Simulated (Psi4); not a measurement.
Calculation: Psi4 with SAPT0/jun-cc-pVDZ, frozen core.

Psi4 input:

```
molecule {
0 1
Si -0.13241614 -0.00366432 -0.00486272
Cl 1.93172101 0.05355625 0.07103454
H -0.53582479 -0.99230922 -1.02364535
H -0.62472753 1.33971988 -0.36686073
H -0.63875255 -0.39730259 1.32433426
--
0 1
H -3.94881633 -0.13657030 -0.13338539
H -3.20597211 -0.11155362 -0.10415110
units angstrom
symmetry c1
no_reorient
no_com
}
set basis jun-cc-pvdz
set scf_type df
set freeze_core true
energy('sapt0')
```

Part of the output:

```
    SAPT Results
  --------------------------------------------------------------------------------------------------------
    Electrostatics                  0.40855934 [mEh]       0.25637485 [kcal/mol]       1.07267239 [kJ/mol]
      Elst10,r                      0.40855934 [mEh]       0.25637485 [kcal/mol]       1.07267239 [kJ/mol]

    Exchange                        1.04551980 [mEh]       0.65607358 [kcal/mol]       2.74501185 [kJ/mol]
      Exch10                        1.04551980 [mEh]       0.65607358 [kcal/mol]       2.74501185 [kJ/mol]
      Exch10(S^2)                   1.04404903 [mEh]       0.65515066 [kcal/mol]       2.74115036 [kJ/mol]

    Induction                      -0.25313634 [mEh]      -0.15884545 [kcal/mol]      -0.66460936 [kJ/mol]
      Ind20,r                      -0.33559242 [mEh]      -0.21058742 [kcal/mol]      -0.88109778 [kJ/mol]
      Exch-Ind20,r                  0.18653037 [mEh]       0.11704958 [kcal/mol]       0.48973543 [kJ/mol]
      delta HF,r (2)               -0.10407429 [mEh]      -0.06530760 [kcal/mol]      -0.27324700 [kJ/mol]

    Dispersion                     -0.66549077 [mEh]      -0.41760176 [kcal/mol]      -1.74724577 [kJ/mol]
      Disp20                       -0.70573602 [mEh]      -0.44285604 [kcal/mol]      -1.85290966 [kJ/mol]
      Exch-Disp20                   0.04024525 [mEh]       0.02525428 [kcal/mol]       0.10566389 [kJ/mol]
      Disp20 (SS)                  -0.35286801 [mEh]      -0.22142802 [kcal/mol]      -0.92645483 [kJ/mol]
      Disp20 (OS)                  -0.35286801 [mEh]      -0.22142802 [kcal/mol]      -0.92645483 [kJ/mol]
      Exch-Disp20 (SS)              0.01890742 [mEh]       0.01186458 [kcal/mol]       0.04964141 [kJ/mol]
      Exch-Disp20 (OS)              0.02133784 [mEh]       0.01338969 [kcal/mol]       0.05602248 [kJ/mol]

  Total HF                          1.20094280 [mEh]       0.75360298 [kcal/mol]       3.15307488 [kJ/mol]
  Total SAPT0                       0.53545203 [mEh]       0.33600122 [kcal/mol]       1.40582911 [kJ/mol]
```
